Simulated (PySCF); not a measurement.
**A ladder of Hamiltonians for Tb⁶¹⁺ (terbium, charge +61)**

Occupied: 1s1/2, 2s1/2. Hartree-Fock calculated with PySCF 2.14 in an even-tempered Gaussian basis (19 s from 14 bohr⁻², ratio 2.3; 15 p from 17 bohr⁻², ratio 2.3), Gaussian nucleus throughout. NR is non-relativistic, sf-X2C the spin-free one-electron X2C Hamiltonian, X2C adds the bare one-electron spin-orbit term, X2C-SNSO screens it by Boettger's factors, DC is four-component Dirac-Coulomb, and the Gaunt and Breit terms are added at first order (total energies over the DC spinors, levels after relaxing the spinors in that mean field). QED terms are absent. Levels marked empty are virtual spinors of this ion.

```
Hamiltonian  E (hartree)  E − E(DC) (hartree)  CPU seconds
         NR   -5179.6931             342.0742         0.57
     sf-X2C   -5519.3856               2.3817         0.35
        X2C   -5519.3856               2.3817         0.35
   X2C-SNSO   -5519.3856               2.3817         0.35
         DC   -5521.7673               0.0000          7.5
   DC+Gaunt   -5516.9561               4.8112           12
   DC+Breit   -5517.0583               4.7090          100
```

Give the 2p spin-orbit interval with each Hamiltonian that has one.

X2C 852.4; X2C-SNSO 824.0; DC 829.5; DC+Gaunt 818.2; DC+Breit 818.2 (eV).

```json
{"level (eV)": "1s1/2", "NR": "-55692.5", "sf-X2C": "-59102.3", "X2C": "-59102.3", "X2C-SNSO": "-59102.3", "DC": "-59159.5", "DC+Gaunt": "-59044.1", "DC+Breit": "-59045.4"}
{"level (eV)": "2s1/2", "NR": "-13413.6", "sf-X2C": "-14452.2", "X2C": "-14452.2", "X2C-SNSO": "-14452.2", "DC": "-14458.9", "DC+Gaunt": "-14445.2", "DC+Breit": "-14446.6"}
{"level (eV)": "2p1/2 (empty)", "NR": "-13044.6", "sf-X2C": "-13435.9", "X2C": "-14037.4", "X2C-SNSO": "-14016.4", "DC": "-14023.3", "DC+Gaunt": "-13998.2", "DC+Breit": "-14001.6"}
{"level (eV)": "2p3/2 (empty)", "NR": "-13044.6", "sf-X2C": "-13435.9", "X2C": "-13185.1", "X2C-SNSO": "-13192.4", "DC": "-13193.8", "DC+Gaunt": "-13180.0", "DC+Breit": "-13183.5"}
{"level (eV)": "3s1/2 (empty)", "NR": "-5771.9", "sf-X2C": "-6121.7", "X2C": "-6121.7", "X2C-SNSO": "-6121.7", "DC": "-6123.5", "DC+Gaunt": "-6119.7", "DC+Breit": "-6120.3"}
```

Weight of the small component: 1s1/2 0.0592, 2s1/2 0.0143, 2p1/2 0.0142, 2p3/2 0.0133, 3s1/2 0.00603.

Koopmans' value for the highest occupied level at DC+Breit: 14446.6 eV, against an ionisation energy of 14434 ± 12 eV (theoretical estimate listed by NIST; NIST Atomic Spectra Database, ionization energies); the former lacks relaxation, correlation, QED and recoil.

The whole ladder took 130 s of wall time on 1 thread of Neoverse-N1 (shared host), launched as `OMP_NUM_THREADS=1 python relrun2.py TASK.json OUT` (a driver that calls PySCF for each Hamiltonian).
